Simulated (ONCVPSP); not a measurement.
# Before and after: ONCV potential for tungsten

- Element: tungsten (W)
- Generator: ONCVPSP 4.0.1
- Type: optimised norm-conserving Vanderbilt (ONCV)
- Functional: BLYP
- Relativity: scalar-relativistic
- Frozen core: [Kr] 4d10 4f14
- Valence charge: 14
- Reference configuration: 5s2 5p6 5d4 6s2
- Partial waves: 5s+6s: rc 1.75 bohr, ncon 5, nbas 10, qcut 5.6 1/bohr, 2 projectors; 5p: rc 1.75 bohr, ncon 4, nbas 9, qcut 7.8 1/bohr, 2 projectors, debl 3.3 Ha; 5d: rc 2.60 bohr, ncon 3, nbas 8, qcut 5.4 1/bohr, 2 projectors, debl 3.5 Ha; f scattering state at 0.15 Ha: rc 2.10 bohr, ncon 4, nbas 7, qcut 5.7 1/bohr, 3 projectors, debl 2.9 Ha
- Local potential: polynomial inside 1.55 bohr (lpopt 5, dvloc0 0 Ha)
- Core correction: Teter function, fcfact 1.5, rcfact 1.15

Change: all radii but the core radius scaled by about 1.20 (s 2.10, p 2.10, d 3.12, f 2.52 bohr); local potential polynomial inside 1.86 bohr (lpopt 5, dvloc0 0 Ha).

Cutoffs: the cutoffs (Ha) at which the residual kinetic energy of the hardest occupied pseudo-wave falls to 1 and 0.1 mHa per electron; they do not see the model core or the augmentation charge, which bear on the density cutoff. Errors are all-electron minus pseudo energies relative to the spin-unpolarised reference configuration.

Question: How do hardness, ghosts and transferability respond?

Answer: The potential gets softer (19 Ha and 84 Ha → 12 Ha and 14 Ha); of the 4 tests that both files solve, the error grows in 4 and shrinks in 0 by more than 15 % and 0.3 meV (median size 9.3 → 28.6 meV); neither file shows a bound ghost. A larger radius leaves more room for a smooth pseudo-wave, so fewer plane waves are needed. More of the atom is replaced by a form fitted at one configuration, so other configurations suffer.

| quantity | base | changed |
| --- | --- | --- |
| cutoff, loose | 19 Ha | 12 Ha |
| cutoff, tight | 84 Ha | 14 Ha |
| loose cutoff by channel | s 15 Ha, p 19 Ha, d 11 Ha | s 10 Ha, p 12 Ha, d 9.3 Ha |
| bound ghosts | none | none |
| GHOST(+) flags under 300 eV | f at 128.5 eV, s at 212.3 eV | none |
| error for 5s2 5p6 5d4 6s1, meV [ΔE 8.82 eV] | -2.6 | -5.5 |
| error for 5s2 5p6 5d4 6s0, meV [ΔE 24.57 eV] | -9.0 | -30 |
| error for 5s2 5p6 5d3 6s0, meV [ΔE 49.91 eV] | -9.7 | -29 |
| error for 5s2 5p6 5d3 6s2, meV [ΔE 8.69 eV] | +12 | +28 |
| rms error of d²Exc/dni dnj with the model core, mHa | 4.54 | 5.04 |

Base: The cutoffs count occupied waves only; projector 3 of the f channel, the hardest unoccupied one, needs 82 Ha at the loose tolerance. Changed file: The cutoffs count occupied waves only; projector 3 of the f channel, the hardest unoccupied one, needs 47 Ha at the loose tolerance.
